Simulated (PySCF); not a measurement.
Dipole moment and polarisability of (H3Sn)2Se

Compound: (H3Sn)2Se.
Structure used (PBE0-D3(BJ)/def2-SVP), in Å, numbered top down from 1:
```xyz
9
H6SeSn2 angstrom
Sn    -0.910    0.269   -1.633
H      0.622    0.352   -2.394
H     -2.120   -0.250   -2.722
H     -1.300    1.785   -0.935
Se    -0.861   -1.506    0.185
Sn     0.894   -0.357    1.632
H      0.283    1.139    2.205
H      2.311   -0.080    0.706
H      1.214   -1.423    2.930
```

Level: CAM-B3LYP/def2-SVPD (PySCF), static field, nuclei fixed, core orbitals frozen in the response. The polarisability tensor in these axes (au):

```
x   109.69   2.67  18.19
y     2.67 107.45  -7.79
z    18.19  -7.79 129.83
```

Task: Diagonalise the tensor; give its mean and Δα, where Δα² is half the sum of the squared differences of the eigenvalues.

Result: Principal values 95.51, 110.04 and 141.42 au; mean 115.66 au = 17.14 Å³ = 19.07 × 10⁻⁴⁰ C²·m²/J; Δα = 40.65 au (35 % of the mean).

Task: What is the dipole moment, and where does it point?

Result: (0.67, 1.19, -0.19) D, 1.38 D in size, pointing from the negative to the positive side. Measured along this direction, the outermost atoms are Se5 at the negative end and H4, H8 and H2 at the positive end.

Task: Refractivity n − 1 of an ideal gas of it at 298.15 K and 1 atm, from the electronic α?

Result: N = p/kT = 2.4615 × 10¹⁹ cm⁻³, so n − 1 = 2π × N × 17.14 × 10⁻²⁴ cm³ = 2651 × 10⁻⁶ at long wavelengths, for an ideal gas.

Task: Rayleigh depolarisation ratio (linearly polarised light, static tensor)?

Result: ρ = 3Δα²/(45ᾱ² + 4Δα²) = 4956.5/(601946 + 6608.6) = 0.00814.

Task: How large is μ²/3kT at 400 K beside α?

Result: In Gaussian units μ²/3kT = 11.45 Å³ against 17.14 Å³, a ratio of 0.67; the Debye molar polarisation (4π/3)N_A(α + μ²/3kT) is 72.1 cm³/mol, leaving out the vibrational part.

Task: Along which axes do the principal values lie, and how far do the nuclei extend along each?

Result: Largest value along (0.48, -0.16, 0.86), where the nuclei span 6.66 Å; middle along (0.50, 0.86, -0.12), 2.75 Å; least along (0.72, -0.48, -0.49), 2.89 Å. 

Task: Molar refractivity from α?

Result: Lorentz–Lorenz: R = (4π/3)N_A α = 2.5225 cm³/(mol·Å³) × 17.14 Å³ = 43.2 cm³/mol, in the limit of long wavelengths.

Geometry: PBE0-D3(BJ)/def2-SVP; no solvent, vibrations or thermal averaging. Atoms past krypton carry effective core potentials; spin–orbit coupling is left out. The calculation is non-relativistic apart from the core potentials, for selenium too.
